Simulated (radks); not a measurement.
Task: These are the eigenvalues of the occupied orbitals of an atom or ion with whole-number occupations (hartree). All-electron calculation, non-relativistic Kohn-Sham, LDA (Slater exchange, Perdew-Wang correlation), spin-polarised, spherical densities, point nucleus. Program: a radial shooting solver on a logarithmic mesh with Libxc functionals.

1s: -45.97298
2s: -2.90345
2p: -1.71868
3s: -0.17547

Which element is it, and in what charge state? The configuration may be excited. Open shells, if any, are filled with parallel spins first.

Result: Z = 12, magnesium, charge 0: Mg in [Ne] 3s2. The list shows which subshells hold electrons but not how many an open one holds; the 1s level, -45.973 hartree, gives Z - s = 9.6 by -(Z - s)^2/2, which with screening narrows Z to a few neighbours, and the depths of the outer levels then fix element, charge and occupations together.
